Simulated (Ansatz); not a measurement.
CH5AlBrN, SMILES `[NH2][AlH][CH2]Br`. Total charge 0; spin multiplicity 1.

Cartesian coordinates in Å:
```
N 0.4869 -0.0890 -1.7236
Al -0.6386 0.0532 -0.3697
C 0.0144 -0.3443 1.4317
Br 0.2161 1.5886 1.8570
H 1.4583 -0.3441 -1.6533
H 0.2682 0.1818 -2.6685
H -2.1409 0.4628 -0.6238
H 1.0039 -0.7759 1.5666
H -0.6684 -0.7332 2.1835
```

**Question.** List the harmonic frequencies (cm⁻¹, unscaled) at PBE0-D4/def2-TZVP in Ansatz. (An estimate is asked.)

**Answer.** Ansatz gave: 66, 113, 184, 337, 402, 491, 529, 547, 624, 682, 734, 839, 1022, 1080, 1410, 1569, 1957, 3118, 3193, 3610, 3700.

**Question.** Is this a minimum?

**Answer.** Yes, all 21 modes are real.

**Question.** Give the ideal-gas thermochemistry at 298.15 K and 1 bar (rigid rotor, harmonic oscillator; point group C1, symmetry number 1).

**Answer.** Zero-point energy 156.8 kJ/mol; H(298) − E = 177.0 kJ/mol; entropy 347.4 J/(mol·K), of which translation 170.3, rotation 113.8, vibration 63.3; G(298) − E = 73.4 kJ/mol. Modes under 100 cm⁻¹ are hindered rotations or soft bends, so the harmonic entropy is rough.
